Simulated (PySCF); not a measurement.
**Shapes and spin states of AuSI**

Method: B3LYP in PySCF with Au def2-SVP with ECP60, S def2-SVP, I def2-SVP with ECP28; scalar-relativistic core potentials, no spin–orbit coupling; density-fitted integrals.

Relaxations began from a few typed shapes and spin states; open shells are unrestricted. The search is not exhaustive: other isomers or separated fragments can lie lower, and high-lying points may rest on an excited occupation.

```csv
spin,group,bonds,angles,imaginary modes (cm⁻¹),ΔE (kJ/mol),ΔE with ZPE (kJ/mol)
triplet,C∞v,"Au–I 2.577 Å, Au–S 2.227 Å",I–Au–S 180.0°,none,0.0,0.0
broken-symmetry Ms = 0 (⟨S²⟩ 1.01),C∞v,"Au–I 2.578 Å, Au–S 2.222 Å",I–Au–S 180.0°,none,22.4,22.4
```

The lowest minimum found is the triplet C∞v: Au–I 2.577 Å, Au–S 2.227 Å; I–Au–S 180.0°.

Formally Au is in oxidation state +3, d8, with 2 unpaired electrons (the high-spin count). The Mulliken spin on Au is 0.20, so most of the spin sits on the ligands and the formal count fails. The polar-tensor charge on Au, 0.18, is far below the formal one.

For the lowest minimum: other spin states or occupations of the open shell can lie lower. With an element this heavy the missing spin–orbit coupling can shift these numbers.

The electron or spin density has lower symmetry than the nuclear frame for the broken-symmetry Ms = 0 (⟨S²⟩ 1.01) C∞v at 22.4 kJ/mol.
